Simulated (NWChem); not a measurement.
Species: trimethylsulfonium (C3H9S cation); SMILES C[S+](C)C

```xyz
13

C      0.4477    -1.5817     0.2912
S      0.0000     0.0000    -0.4987
C      1.1460     1.1785     0.2912
C     -1.5936     0.4032     0.2912
H      0.4216    -1.4890     1.3794
H      1.4495    -1.8470    -0.0554
H     -0.2666    -2.3326    -0.0552
H      1.0787     1.1096     1.3794
H      0.8748     2.1788    -0.0554
H      2.1534     0.9354    -0.0552
H     -1.5003     0.3794     1.3794
H     -1.8868     1.3972    -0.0552
H     -2.3242    -0.3318    -0.0554
```
Atoms are numbered in this order, from 1.

Program: NWChem. Coordinates come from a B3LYP/6-31G* (spherical d) optimisation. Vzz is the largest principal value of the second derivative of the potential at the nucleus (NWChem prints the opposite sign); η is the asymmetry. Non-relativistic.

```json
[
 {"level": "PBE/def2-SVP", "Vzz S2 (a.u.)": "-1.744", "η S2": "0.00"},
 {"level": "PBE/def2-TZVP", "Vzz S2 (a.u.)": "-2.017", "η S2": "0.00"},
 {"level": "PBE0/def2-TZVP", "Vzz S2 (a.u.)": "-2.099", "η S2": "0.00"},
 {"level": "PBE0/def2-SVP", "Vzz S2 (a.u.)": "(withheld)", "η S2": "0.00"}
]
```

Question: Some entries are withheld; supply them.

Answer: 
- PBE0/def2-SVP, Vzz S2 (a.u.): -1.786
